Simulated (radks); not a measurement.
P+, 14 electrons, occupied as [Ne] 3s2 3p1 4f1 (not the ground configuration). All-electron calculation, scalar-relativistic Kohn-Sham, PBE, spin-polarised, spherical densities, finite nucleus; open shells are filled with parallel spins first; Fermi nuclear charge, rms radius 3.1889 fm. Program: a radial shooting solver on a logarithmic mesh with Libxc functionals.

X-ray form factor f0, the Fourier transform of the density (f0(0) = 14):

| sin(theta)/lambda (1/angstrom) | f0 (electrons) |
|---|---|
| 0.05 | 12.930 |
| 0.1 | 12.033 |
| 0.15 | 11.189 |
| 0.2 | 10.254 |
| 0.25 | 9.409 |
| 0.3 | 8.691 |
| 0.4 | 7.569 |
| 0.5 | 6.652 |
| 0.6 | 5.798 |
| 0.8 | 4.265 |
| 1 | 3.117 |
| 1.25 | 2.227 |
| 1.5 | 1.750 |
| 2 | 1.334 |
